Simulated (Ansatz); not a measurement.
Computed with Ansatz on PBE0-D4/def2-TZVP structures; ΔE is electronic, products minus reactants. CCSD(T)/CBS is the MP2 limit (def2-TZVPP, def2-QZVPP) plus CCSD(T) − MP2 in def2-TZVPP, frozen cores. This one scheme is used for every species. Functionals use def2-TZVPP. Triplets are unrestricted, without spin–orbit coupling.

Reaction (formal loss of a carbene): `CB1CN1[SiH3]` → `[SiH3]N1BC1` + `[CH2]` (triplet)

CCSD(T)/CBS gives +486.6 kJ/mol.

Q: Another level gave +497.0 kJ/mol. Which?
A. ωB97X-V/def2-TZVPP
B. PBE0-D4/def2-TZVPP
C. B2PLYP/def2-TZVPP
D. CCSD/def2-TZVPP

A: A. ωB97X-V 497.0, B2PLYP 478.4, PBE0-D4 488.1, CCSD/def2-TZVPP 465.1 kJ/mol.

Largest T1 diagnostic among the species: 0.013.

In def2-TZVPP, CCSD(T) changes the Hartree–Fock value by +136.1 kJ/mol (the triples alone add +10.8 kJ/mol) and MP2 by +149.8 kJ/mol. The D4 term adds +9.1 kJ/mol with B3LYP and +5.2 kJ/mol with PBE0; it sums over pairs of atoms, weighted by their polarisabilities, and B3LYP, whose exchange is more repulsive, gets the larger term.

B3LYP here is the variant with VWN-RPA as its local correlation; programs differ in this.
